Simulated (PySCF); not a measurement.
PySCF input file for C3H2BrF, SMILES C(=CBr)=CF, ωB97X-D3(BJ)/def2-SVP. The structure is a stationary point at ωB97X-D3(BJ)/def2-SVP.

```python
import numpy as np
from pyscf import gto, scf, dft, df
from pyscf.hessian import thermo

mol = gto.M(
    atom='''
    F    -3.15454658    0.35172385   -0.93209595
    C    -2.40353073   -0.44263502   -0.16352157
    C    -1.11314932   -0.59537263   -0.33663020
    C     0.17303876   -0.77530877   -0.46784010
    Br    1.45191223    0.29203759    0.41941298
    H    -2.97630241   -0.95445625    0.61773411
    H     0.61214144   -1.55247582   -1.10037392
    ''',
    basis='def2-SVP',
    charge=0,
    spin=0,
    max_memory=1600,
    verbose=3,
)
mf = dft.RKS(mol, xc='wb97x-d3bj').density_fit(auxbasis='def2-universal-jkfit')
mf.grids.level = 3
mf.conv_tol = 1e-11
mf.max_cycle = 100
mf.kernel()

# [left out here: the lines that compute and print the analytic Hessian (its translational invariance restored by hand, since the grid's response is missing), thermochemistry and intensities]
```

Output:

```
converged SCF energy = -2788.92899081884

WARN: DFTD3 does not support analytical Hessian, using finite difference


WARN: Mole.unit (angstrom) is changed to Bohr

Mode                                 0                   1                   2
Irrep
Freq [cm^-1]                      103.6807            191.1204            309.7761
Reduced mass [au]                  14.8358              3.8106              5.7955
Force const [Dyne/A]                0.0940              0.0820              0.3277
Char temp [K]                     149.1734            274.9797            445.6989
Normal mode                   x     y     z       x     y     z       x     y     z
       0   F                 0.12  0.08  0.04   -0.08 -0.04  0.03    0.06 -0.07 -0.05
       1   C                 0.06 -0.01  0.02    0.08  0.10  0.01    0.04  0.07  0.11
       2   C                 0.04 -0.12 -0.01    0.05  0.05 -0.15    0.03  0.05  0.07
       3   C                 0.04 -0.08 -0.02    0.05 -0.07 -0.00    0.01  0.09 -0.12
       4  Br                -0.05  0.01 -0.01   -0.01 -0.00  0.01   -0.03 -0.02  0.00
       5   H                 0.02  0.04  0.03    0.22  0.20  0.19    0.04  0.18  0.18
       6   H                 0.09 -0.06 -0.01    0.08 -0.20  0.17   -0.03  0.12 -0.17
Mode                                 3                   4                   5
Irrep
Freq [cm^-1]                      438.6032            634.5021            712.6066
Reduced mass [au]                   6.1257              7.2096              5.8571
Force const [Dyne/A]                0.6943              1.7101              1.7524
Char temp [K]                     631.0524            912.9073           1025.2822
Normal mode                   x     y     z       x     y     z       x     y     z
       0   F                 0.03 -0.00  0.03    0.11 -0.03  0.02    0.02 -0.01 -0.00
       1   C                 0.05 -0.05 -0.06   -0.04 -0.06  0.06   -0.04 -0.03  0.02
       2   C                 0.08  0.18  0.07   -0.08  0.07 -0.16   -0.02  0.10  0.02
       3   C                 0.04 -0.01  0.08   -0.07  0.06  0.06   -0.07 -0.18 -0.13
       4  Br                -0.03 -0.01 -0.02    0.00 -0.00 -0.00    0.02  0.02  0.02
       5   H                 0.07 -0.24 -0.17    0.01 -0.02  0.12   -0.04 -0.06 -0.01
       6   H                -0.06 -0.05  0.05   -0.05 -0.06  0.22   -0.16 -0.22 -0.15
Mode                                 6                   7                   8
Irrep
Freq [cm^-1]                      810.7456            900.5366           1068.1937
Reduced mass [au]                   1.5902              1.2723              3.9817
Force const [Dyne/A]                0.6159              0.6079              2.6768
Char temp [K]                    1166.4825           1295.6717           1536.8929
Normal mode                   x     y     z       x     y     z       x     y     z
       0   F                -0.01  0.02  0.02    0.00  0.01  0.01   -0.04  0.06 -0.06
       1   C                -0.02 -0.08 -0.07   -0.02 -0.09 -0.07   -0.07 -0.10  0.14
       2   C                 0.02 -0.00  0.07    0.00  0.03  0.00    0.03  0.05 -0.03
       3   C                 0.01  0.07 -0.10   -0.00 -0.04  0.05    0.12 -0.02 -0.01
       4  Br                -0.00 -0.00  0.00   -0.00  0.00 -0.00   -0.00 -0.00 -0.00
       5   H                 0.05  0.30  0.23    0.14  0.54  0.45   -0.24 -0.02  0.08
       6   H                -0.01 -0.44  0.51   -0.01  0.32 -0.39    0.34  0.05  0.05
Mode                                 9                  10                  11
Irrep
Freq [cm^-1]                     1198.7503           1276.3988           1462.6975
Reduced mass [au]                   1.4683              1.2549              3.2507
Force const [Dyne/A]                1.2432              1.2046              4.0977
Char temp [K]                    1724.7348           1836.4537           2104.4960
Normal mode                   x     y     z       x     y     z       x     y     z
       0   F                -0.04  0.05 -0.05   -0.01  0.04 -0.04   -0.04  0.02 -0.02
       1   C                 0.06 -0.07  0.07    0.04 -0.02  0.02    0.18 -0.07  0.04
       2   C                 0.03 -0.04 -0.02   -0.02 -0.00  0.04    0.03  0.00 -0.01
       3   C                 0.02  0.03  0.03   -0.09 -0.01 -0.02   -0.14  0.00  0.00
       4  Br                -0.00  0.00  0.00    0.00 -0.00 -0.00    0.00  0.00  0.00
       5   H                 0.23 -0.16  0.14    0.63 -0.35  0.24   -0.36  0.23 -0.18
       6   H                -0.69 -0.21 -0.18    0.40  0.16  0.13    0.11  0.10  0.09
Mode                                12                  13                  14
Irrep
Freq [cm^-1]                     2127.1083           3224.0525           3231.6251
Reduced mass [au]                   9.9575              1.0944              1.0959
Force const [Dyne/A]               26.5449              6.7024              6.7433
Char temp [K]                    3060.4353           4638.6937           4649.5890
Normal mode                   x     y     z       x     y     z       x     y     z
       0   F                 0.00 -0.00  0.00    0.00 -0.00 -0.00    0.00 -0.00  0.00
       1   C                -0.12  0.02  0.01   -0.05 -0.04  0.06    0.00  0.00 -0.00
       2   C                 0.23 -0.03 -0.03    0.01 -0.00 -0.00   -0.01  0.00  0.00
       3   C                -0.11  0.01  0.01    0.00 -0.00 -0.00    0.04 -0.06 -0.05
       4  Br                -0.00 -0.00 -0.00   -0.00 -0.00 -0.00    0.00  0.00  0.00
       5   H                -0.02 -0.05  0.08    0.50  0.44 -0.68   -0.02 -0.02  0.03
       6   H                -0.05  0.07  0.05   -0.02  0.03  0.02   -0.39  0.67  0.55
temperature 298.1500 [K]
pressure 101325.00 [Pa]
Rotational constants [GHz] 15.60627 1.03501 1.00176
Symmetry number 1
Zero-point energy (ZPE) 0.04030 [Eh]   105812.076 [J/mol]
                           tot       elec      trans        rot        vib
Entropy [J/mol/K]       322.247      0.000    170.102    114.589     37.556
Cv [J/mol/K]             68.891      0.000     12.472     12.472     43.947
Cp [J/mol/K]             77.205      0.000     20.786     12.472     43.947
Internal energy [J/mol]                      3718.434   3718.434 112182.782
Internal energy [Eh]   -2788.88343  -2788.92899
Enthalpy [J/mol]                             6197.391   3718.434 112182.782
Enthalpy [Eh]          -2788.88249
Gibbs free energy [J/mol]                  -44518.483 -30446.309 100985.381
Gibbs free energy [Eh] -2788.91908
static polarisability / bohr^3: [[84.959  3.714  4.434]
 [ 3.708 32.675  3.63 ]
 [ 4.429  3.63  31.21 ]]
largest difference of analytic and finite-field dipole derivatives / e: 0.0016767694572507041
mode   freq/cm-1   IR/(km/mol)   Raman/(A^4/amu)   depolarisation
   1      103.68         0.023             3.109            0.660
   2      191.12         3.701             5.832            0.732
   3      309.78         1.716             7.294            0.573
   4      438.60         7.100             6.426            0.257
   5      634.50        19.179             1.770            0.288
   6      712.61        67.125             8.688            0.197
   7      810.75        14.995             2.743            0.741
   8      900.54        17.341             6.578            0.750
   9     1068.19        92.194            22.168            0.257
  10     1198.75       139.344            19.194            0.557
  11     1276.40        17.028             3.435            0.690
  12     1462.70        76.490             5.055            0.715
  13     2127.11       156.082            11.898            0.339
  14     3224.05         2.380           148.088            0.250
  15     3231.63         2.202           114.793            0.285
max |gradient| / (hartree/bohr): 0.00020274476769448332
APT charges: [-0.5799  0.7518 -0.3768  0.371  -0.2428  0.0414  0.0353]
```

The run converged.
